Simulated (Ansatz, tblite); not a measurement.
Cost and result up the ladder for Cu(PH3)Me (CH6CuP) (9 atoms). Total charge 0; singlet. Geometry: r2SCAN-D4/def2-TZVP.

Cartesian coordinates in Å:
```
Cu -0.062 -0.208 -0.013
P 0.624 1.847 0.107
H 1.440 2.261 1.184
H -0.318 2.898 0.186
H 1.412 2.395 -0.931
C -0.678 -2.016 -0.117
H -1.356 -2.156 -0.966
H -1.219 -2.304 0.791
H 0.157 -2.715 -0.241
```

Ansatz on 2 threads of Arm Neoverse V2 on a shared host; xTB runs through tblite on one thread. Times are rough, summed over both states, and most runs start from the orbitals of an earlier one. No level here is sound enough to serve as a yardstick. The other state is a triplet.

The xTB rows come from tblite.

xTB has no spin-polarisation term.

```tsv
level	functions	vertical triplet (eV)
GFN2-xTB	28	3.70
GFN1-xTB	34	4.30
PBE-D4/def2-TZVP	149	4.16
r2SCAN-D4/def2-TZVP (with forces)	149	3.97
```

(1) Estimate how long each takes.

Results:

(1) GFN2-xTB 0.007 s; GFN1-xTB 0.009 s; PBE-D4/def2-TZVP 12 s; r2SCAN-D4/def2-TZVP (with forces) 28 s. On shared hardware such times vary by a factor of up to 3.
